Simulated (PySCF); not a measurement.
Job for PySCF: D3(BJ) and D4 dispersion corrections on H8Si3 (SMILES [SiH3][SiH2][SiH3]).

```python
from pyscf import gto
from pyscf.dispersion import dftd3, dftd4

mol = gto.M(
    atom='''
    Si    1.81516711    0.73809057   -0.03797148
    Si    0.19176774   -0.95147605   -0.10819092
    Si   -1.95594152   -0.03964522    0.11741813
    H     3.18154691    0.17866820   -0.17938108
    H     1.58117769    1.70554862   -1.13780809
    H     1.72955766    1.46361658    1.25301636
    H     0.43734862   -1.92307717    0.98884887
    H     0.28913484   -1.68143742   -1.39873001
    H    -2.21071298    0.92354200   -0.98154890
    H    -2.06228899    0.68158569    1.40927064
    H    -2.99675707   -1.09551579    0.07517649
    ''',
    basis='def2-svp',
    charge=0, spin=0, verbose=0, max_memory=1800)
d3, d4 = {}, {}
for xc in ['hf', 'pbe', 'blyp', 'revpbe', 'tpss', 'r2scan', 'b3lyp', 'pbe0', 'bhlyp', 'camb3lyp', 'b2plyp']:
    d3[xc] = float(dftd3.DFTD3Dispersion(mol, xc=xc, version='d3bj', atm=False).get_dispersion()['energy'])
    print(f'D3(BJ) {xc:10s} {d3[xc]:14.8f} Eh')
for xc in ['hf', 'pbe', 'blyp', 'revpbe', 'tpss', 'r2scan', 'b3lyp', 'pbe0', 'bhlyp', 'camb3lyp', 'b2plyp']:
    d4[xc] = float(dftd4.DFTD4Dispersion(mol, xc={'camb3lyp': 'cam-b3lyp'}.get(xc, xc), atm=True).get_dispersion()['energy'])
    print(f'D4     {xc:10s} {d4[xc]:14.8f} Eh')
```

Program output:

```
D3(BJ) hf            -0.06742813 Eh
D3(BJ) pbe           -0.00896926 Eh
D3(BJ) blyp          -0.02013566 Eh
D3(BJ) revpbe        -0.02101688 Eh
D3(BJ) tpss          -0.01178963 Eh
D3(BJ) r2scan        -0.00264705 Eh
D3(BJ) b3lyp         -0.01677006 Eh
D3(BJ) pbe0          -0.00828576 Eh
D3(BJ) bhlyp         -0.01426683 Eh
D3(BJ) camb3lyp      -0.00831600 Eh
D3(BJ) b2plyp        -0.00855057 Eh
D4     hf            -0.02774969 Eh
D4     pbe           -0.00876099 Eh
D4     blyp          -0.01865200 Eh
D4     revpbe        -0.02310146 Eh
D4     tpss          -0.01175005 Eh
D4     r2scan        -0.00214691 Eh
D4     b3lyp         -0.01419920 Eh
D4     pbe0          -0.00752638 Eh
D4     bhlyp         -0.01203454 Eh
D4     camb3lyp      -0.00779441 Eh
D4     b2plyp        -0.00613030 Eh
```

The run finished.

Cost: roughly 0.010 core-seconds.
